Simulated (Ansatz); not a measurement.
A nudged elastic band was laid between two geometries of C2H11NOSi2 (17 atoms, charge 0, multiplicity 1).

Theory: Ansatz, RKS BHLYP-D4/6-31G*.

```
movable images  : 5
climbing image  : yes
spring          : 5.0 eV/Å²
optimiser       : quadratic models (default)
start path      : IDPP
force threshold : 0.05 eV/Å
iteration limit : 51
end points      : relaxed
```

Initial state:

```xyz
17
Properties=species:S:1:pos:R:3
C -0.529 -1.563 0.547
N 0.393 -0.535 0.060
Si 2.029 -0.639 0.616
Si -0.165 0.461 -1.249
C -1.471 1.623 -0.536
O -0.971 2.228 0.645
H -1.561 -1.220 0.497
H -0.458 -2.485 -0.029
H -0.326 -1.802 1.590
H 2.771 0.534 0.127
H 2.709 -1.873 0.156
H 2.038 -0.671 2.095
H 0.987 1.224 -1.760
H -0.747 -0.361 -2.337
H -2.421 1.115 -0.345
H -1.692 2.430 -1.230
H -0.606 1.532 1.195
```

Final state:

```xyz
17
Properties=species:S:1:pos:R:3
C -0.564 -1.578 0.462
N 0.361 -0.557 -0.037
Si 2.041 -0.812 0.293
Si -0.277 0.597 -1.168
C -1.416 1.747 -0.195
O -0.746 2.199 0.971
H -0.591 -2.457 -0.181
H -0.280 -1.900 1.462
H -1.577 -1.187 0.531
H 2.798 0.362 -0.169
H 2.574 -2.024 -0.370
H 2.227 -0.998 1.749
H 0.856 1.346 -1.735
H -1.030 -0.074 -2.255
H -2.369 1.273 0.058
H -1.662 2.632 -0.777
H -0.364 1.432 1.401
```

Question: Which bonds break or form, and what moves?

Answer: No bond is made or broken. The dihedral H8–C1–N2–Si3 goes from -82 to 41°. The two ends are copies of one structure, up to a mirror image or an exchange of like atoms.

Question: Give the energies along the band, and the barrier.

Answer: It converged. The highest image is number 4 of 0 to 6, 0.016 eV above the ends, which have the same energy within 2 meV. A vibrational analysis at the climbing image gives one clearly imaginary mode, 105i cm⁻¹: a first-order saddle point.

```
image  path coordinate (Å)  energy (eV)  dihedral H8–C1–N2–Si3 (°)
    0                 0.00        0.000                        -82
    1                 0.62        0.003                        -65
    2                 1.25        0.009                        -47
    3                 1.87        0.014                        -27
    4                 2.50        0.016                         -4
    5                 3.12        0.007                         20
    6                 3.74        0.000                         41
```

Question: What is the geometry of the highest image?

Answer: 
```xyz
17
Properties=species:S:1:pos:R:3
C -0.594 -1.566 0.420
N 0.356 -0.592 -0.125
Si 2.034 -0.860 0.190
Si -0.314 0.636 -1.152
C -1.372 1.765 -0.070
O -0.628 2.170 1.070
H -1.214 -1.998 -0.364
H -0.077 -2.389 0.908
H -1.252 -1.117 1.163
H 2.799 0.284 -0.334
H 2.528 -2.111 -0.430
H 2.262 -0.988 1.647
H 0.801 1.389 -1.751
H -1.148 0.024 -2.215
H -2.314 1.292 0.223
H -1.641 2.674 -0.602
H -0.245 1.385 1.464
```

Question: What are the harmonic wavenumbers there?

Answer: 105i, 37, 72, 102, 151, 204, 235, 275, 339, 402, 561, 583, 685, 710, 740, 792, 855, 940, 975, 981, 989, 1012, 1053, 1108, 1168, 1195, 1210, 1279, 1359, 1458, 1553, 1559, 1579, 1596, 2288, 2295, 2309, 2347, 2363, 3090, 3122, 3180, 3189, 3200, 3909 cm⁻¹.

The run took 2.8 min on 2 threads of AMD EPYC 7B13 (Zen 3), on a shared host, peak memory 0.35 GiB.
